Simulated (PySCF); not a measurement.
Excitations are Tamm–Dancoff values on a coarser integration grid. The basis has no diffuse functions, so Rydberg states are missing or too high.

Cartesian coordinates (Å):
```xyz
11

C      2.5471    -0.1926     0.0391
C      1.3217     0.1030     0.3479
C      0.0845     0.3992     0.6555
C     -1.0772    -0.2515     0.0743
C     -2.3335     0.0563     0.3910
H      3.0982    -0.9547     0.5823
H      3.0625     0.3133    -0.7722
H     -0.0940     1.1811     1.3916
H     -0.8774    -1.0290    -0.6573
H     -3.1715    -0.4538    -0.0670
H     -2.5604     0.8287     1.1185
```
Charge 0, spin multiplicity 1.

### Question
What total energy, brightest of the four lowest singlets (TDA) and HOMO does PySCF 2.14.0 with ωB97X-D3(BJ)/def2-TZVP // PBE0-D3(BJ)/def2-TZVP give?

### Answer

| Property | Value |
|---|---|
| total energy | -194.2203 Ha |
| brightest of the four lowest singlets (TDA) | 6.45 eV |
| HOMO | -8.92 eV |
